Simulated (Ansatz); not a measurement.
H2ClGeN, SMILES `[NH2][Ge][Cl]` (lower singlet) (charge 0, multiplicity 1). This singlet lies 2.62 eV below the relaxed triplet at the level frozen-core CCSD(T)/cc-pVTZ // B3LYP-D3(BJ)/def2-TZVP (Ansatz, a quantum-chemistry and plane-wave program).

Cartesian coordinates (Å):
SMILES: [Ge]([NH2])[Cl]
```xyz
5

N     -0.7070     0.0004     0.0229
Ge     0.7382    -0.9275     0.6360
Cl     2.2726     0.3716    -0.3407
H     -0.6488     0.8209    -0.5633
H     -1.6550    -0.2653     0.2452
```
Charge 0, spin multiplicity 1.

Question: Give the natural occupations of the active orbitals, the CASSCF energy and the corrected energy for frozen-core fic-MRCISD+Q@CASSCF(2e,2o)/cc-pVTZ // B3LYP-D3(BJ)/def2-TZVP (Ansatz).

Answer: 
- natural occupations = 1.98, 0.02
- CASSCF energy = -2590.6466 Ha
- corrected energy = -2591.2294 Ha
- weight of the reference = 0.868
